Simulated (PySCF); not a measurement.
H3O3Si, SMILES [Si](O)(O)O (connectivity only; charge and spin as stated), charge +1, multiplicity 1.

The structure is a stationary point at r2SCAN-D4/def2-SVP. The spin state was assumed, not searched. The isomer is the one that the SMILES or the coordinates give; other isomers of the formula were not compared. Other conformers were not sampled.

These are PySCF 2.14.0 with TDDFT-PBE/def2-SVPD values and carry that method's errors.

Vertical excitations. The molecule is in vacuum. State labels are in the subgroup Cs.

```
state  symmetry  energy (eV)  λ (nm)      f                            main pairs
-----  --------  -----------  ------  -----  ------------------------------------
S1           A"         6.78     183  0.000                       HOMO→LUMO 100 %
S2           A"         7.01     177  0.000                     HOMO−2→LUMO 100 %
S3           A'         7.04     176  0.013                      HOMO−1→LUMO 95 %
S4           A'         7.70     161  0.023                      HOMO−3→LUMO 86 %
S5           A"         7.91     157  0.000                   HOMO−1→LUMO+1 100 %
S6           A'         8.44     147  0.045    HOMO−5→LUMO 84 %, HOMO→LUMO+1 13 %
S7           A"         8.48     146  0.053  HOMO−4→LUMO 66 %, HOMO−3→LUMO+1 32 %
S8           A'         8.57     145  0.075    HOMO→LUMO+1 73 %, HOMO−5→LUMO 13 %
S9           A"         8.66     143  0.051  HOMO−3→LUMO+1 68 %, HOMO−4→LUMO 29 %
S10          A'         8.79     141  0.132                    HOMO−2→LUMO+1 78 %
T1           A"         6.45     192      0                        HOMO→LUMO 99 %
T2           A'         6.60     188      0                      HOMO−1→LUMO 99 %
T3           A"         6.65     186      0                      HOMO−2→LUMO 99 %
T4           A'         7.20     172      0    HOMO→LUMO+1 59 %, HOMO−3→LUMO 40 %
```
Triplets are in the Tamm–Dancoff approximation, which puts them higher than full response would, so one can lie above its singlet here.
